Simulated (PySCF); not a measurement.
Nuclear quadrupole coupling in `CO[C@@]1(O[SiH2]O)C[C@H]1F`

C₄H₉FO₃Si.
Numbering: `[CH3:1][O:2][C@@:3]1([O:4][SiH2:5][OH:6])[CH2:7][C@H:8]1[F:9]` (hydrogens: H10, H11, H12 on C1; H13, H14 on Si5; H15 on O6; H16, H17 on C7; H18 on C8)

Structure used (GFN2-xTB), in Å, numbered top down from 1:
```
atom  x, y, z in Å
C1    -1.085    1.401    1.294
O2    -0.785    0.018    1.149
C3    -0.445   -0.353   -0.129
O4     0.781    0.087   -0.555
Si5    2.168    0.006    0.324
O6     3.274    0.649   -0.663
C7    -0.910   -1.711   -0.579
C8    -1.489   -0.473   -1.206
F9    -2.785   -0.161   -0.923
H10   -1.203    1.566    2.362
H11   -2.013    1.653    0.775
H12   -0.269    2.018    0.911
H13    2.448   -1.393    0.641
H14    2.154    0.880    1.486
H15    3.185    0.585   -1.611
H16   -0.242   -2.317   -1.168
H17   -1.548   -2.246    0.107
H18   -1.244   -0.203   -2.226
```

Field gradients from the PBE0/pcSseg-1 density (PySCF, non-relativistic), principal values in atomic units, ordered |Vxx| ≤ |Vyy| ≤ |Vzz|:

```json
{"atom": "O2", "Vxx": "-0.0785", "Vyy": "-1.8891", "Vzz": "1.9676"}
{"atom": "O4", "Vxx": "-0.4393", "Vyy": "-1.1834", "Vzz": "1.6227"}
{"atom": "O6", "Vxx": "-0.4403", "Vyy": "-1.1127", "Vzz": "1.5530"}
```

Task: Find the asymmetry η = (Vxx − Vyy)/Vzz and the couplings χ = eQV/h (234.96 MHz × Q in barn × V in au), with Q(17O) = −0.0256 b.

Result: 
```tsv
atom	environment	nucleus	η	χzz (MHz)	χxx (MHz)	χyy (MHz)
O2	ether oxygen	17O	0.92	-11.84	0.47	11.36
O4	silyl ether oxygen	17O	0.46	-9.76	2.64	7.12
O6	silanol oxygen	17O	0.43	-9.34	2.65	6.69
```

At O2 η is above 0.9: Vyy and Vzz are nearly equal in size and opposite in sign, so a small change could swap them and flip the sign of χzz. The tensor is traceless: Vxx + Vyy + Vzz = 0.

Task: What is Vzz at O2 in SI units (1 au = 9.71736 × 10²¹ V/m²)?

Result: 1.9676 au = 19.120 × 10²¹ V/m².

Were the hydrogens deuterons (Q(2H) = 0.00286 b), χzz would run from 106 kHz (H13) to 342 kHz (H15).

Isolated species at its GFN2-xTB geometry (one conformer only). GFN2-xTB bond lengths can be off by several hundredths of an ångström, more for odd bonds, and the gradients follow them. A larger basis could move these couplings by a tenth or more.

These values come from a run that also computed NMR shieldings. The run took 56 s wall (with the writing of density and orbital grids) on Arm Neoverse V1, one thread, shared host with 32 logical CPUs at a one-minute load of 30, and the process peaked at 0.92 GiB of memory.
